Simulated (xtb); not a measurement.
C7H8, charge +1, doublet, from a rough starting geometry (a state made from the parent by changing its charge; the spin is typed, not shown lowest); GFN2-xTB run with xtb.

xtb was given this input:
```
$ xtb mol.xyz --gfn 2 --chrg 1 --uhf 1 --opt vtight --json

# file mol.xyz
15

C     -2.16795950    -0.05044400     0.03163798
C     -0.67731294    -0.02703883     0.05073875
C     -0.03123955    -1.20172523     0.15339244
C      1.43760628    -1.06909694     0.13477038
C      2.06947564     0.12519498    -0.01634775
C      1.34374942     1.23351909    -0.20430343
C     -0.09367100     1.20442070    -0.16349850
H     -2.57961800     0.84970158     0.30455634
H     -2.59623290    -0.84904872     0.64504578
H     -2.51611182    -0.29076960    -1.03458064
H     -0.45840588    -2.05726895     0.30886763
H      1.98576635    -2.02548421     0.30469256
H      3.14136401     0.10838258    -0.03463759
H      1.76091684     2.19110577    -0.29800605
H     -0.58269596     2.08821865    -0.27415777
```

What the program printed (banner, timings and long lists left out):

```
   ID    Z sym.   atoms
    1    6 C      1-7
    2    1 H      8-15

           -------------------------------------------------
          |                Calculation Setup                |
           -------------------------------------------------

           -------------------------------------------------
          |                 G F N 2 - x T B                 |
           -------------------------------------------------

          ...................................................
          :                      SETUP                      :
          :.................................................:
          :  # basis functions                  36          :
          :  # atomic orbitals                  36          :
          :  # shells                           22          :
          :  # electrons                        35          :
          :  max. iterations                   250          :
          :  Hamiltonian                  GFN2-xTB          :
          :  restarted?                      false          :
          :  GBSA solvation                  false          :
          :  PC potential                    false          :
          :  electronic temp.          300.0000000     K    :
          :  accuracy                    1.0000000          :
          :  -> integral cutoff          0.2500000E+02      :
          :  -> integral neglect         0.1000000E-07      :
          :  -> SCF convergence          0.1000000E-05 Eh   :
          :  -> wf. convergence          0.1000000E-03 e    :
          :  Broyden damping             0.4000000          :
          :  net charge                          1          :
          :  unpaired electrons                  1          :
          ...................................................

 iter      E             dE          RMSdq      gap      omega  full diag
   1    -18.8894955 -0.188895E+02  0.554E+00    4.24       0.0  T
   2    -18.8690668  0.204287E-01  0.339E+00    3.81       1.0  T
   3    -18.8387567  0.303101E-01  0.324E+00    4.12       1.0  T
   4    -18.9072303 -0.684736E-01  0.133E+00    4.25       1.0  T
   5    -18.9161463 -0.891599E-02  0.949E-01    4.14       1.0  T
   6    -18.9227961 -0.664983E-02  0.436E-01    4.21       1.0  T
   7    -18.9232961 -0.500047E-03  0.353E-01    4.22       1.0  T
   8    -18.9242086 -0.912446E-03  0.130E-01    4.23       1.0  T
   9    -18.9242508 -0.421686E-04  0.714E-02    4.23       1.0  T
[...]
 * total energy  :   -18.5544306 Eh     change       -0.2300817E-03 Eh
 * total energy  :   -18.5545131 Eh     change       -0.8252258E-04 Eh
 * total energy  :   -18.5545951 Eh     change       -0.8198344E-04 Eh
 * total energy  :   -18.5546322 Eh     change       -0.3713209E-04 Eh
 * total energy  :   -18.5546565 Eh     change       -0.2432137E-04 Eh
 * total energy  :   -18.5546636 Eh     change       -0.7099722E-05 Eh
 * total energy  :   -18.5546651 Eh     change       -0.1433228E-05 Eh
 * total energy  :   -18.5546654 Eh     change       -0.3471850E-06 Eh
 * total energy  :   -18.5546656 Eh     change       -0.1599567E-06 Eh
 * total energy  :   -18.5546657 Eh     change       -0.1153964E-06 Eh
 * total energy  :   -18.5546658 Eh     change       -0.1032421E-06 Eh
 * total energy  :   -18.5546659 Eh     change       -0.8592734E-07 Eh
   *** GEOMETRY OPTIMIZATION CONVERGED AFTER 16 ITERATIONS ***
         :: total energy             -18.554665862139 Eh    ::
[...]
    15   1 H        0.926     0.108     1.709     2.045

 Mol. C6AA /au·bohr⁶  :       2144.914534
 Mol. C8AA /au·bohr⁸  :      52860.232504
 Mol. α(0) /au        :         74.206164

Wiberg/Mayer (AO) data.
largest (>0.10) Wiberg bond orders for each atom

 ---------------------------------------------------------------------------
     #   Z sym  total        # sym  WBO       # sym  WBO       # sym  WBO
 ---------------------------------------------------------------------------
     1   6 C    3.972 --     2 C    1.149     8 H    0.950     9 H    0.941
                            10 H    0.824
     2   6 C    3.904 --     7 C    1.257     3 C    1.254     1 C    1.149
     3   6 C    3.966 --     4 C    1.542     2 C    1.254    11 H    0.954
     4   6 C    3.975 --     3 C    1.542     5 C    1.326    12 H    0.954
     5   6 C    3.874 --     4 C    1.326     6 C    1.325    13 H    0.947
     6   6 C    3.975 --     7 C    1.542     5 C    1.325    14 H    0.954
     7   6 C    3.966 --     6 C    1.542     2 C    1.257    15 H    0.954
     8   1 H    0.984 --     1 C    0.950
     9   1 H    0.983 --     1 C    0.941
    10   1 H    0.961 --     1 C    0.824
    11   1 H    0.988 --     3 C    0.954
    12   1 H    0.987 --     4 C    0.954
    13   1 H    0.980 --     5 C    0.947
    14   1 H    0.987 --     6 C    0.954
    15   1 H    0.988 --     7 C    0.954
 ---------------------------------------------------------------------------

Topologies differ in total number of bonds
Writing topology from bond orders to xtbtopo.mol

molecular dipole:
                 x           y           z       tot (Debye)
 q only:       -0.150      -0.005      -0.126
   full:       -0.121      -0.011      -0.147       0.484
molecular quadrupole (traceless):
                xx          xy          yy          xz          yz          zz
 q only:       11.736       0.706      -0.657       0.829      -1.478     -11.079
  q+dip:       13.302       0.785       0.900       1.161      -2.143     -14.202
   full:       11.678       0.770      -0.795       1.033      -1.419     -10.883

optimized geometry written to: xtbopt.xyz

           -------------------------------------------------
          | TOTAL ENERGY              -18.554665862139 Eh   |
          | GRADIENT NORM               0.000085104061 Eh/α |
          | HOMO-LUMO GAP               4.152203586654 eV   |
           -------------------------------------------------

normal termination of xtb
```
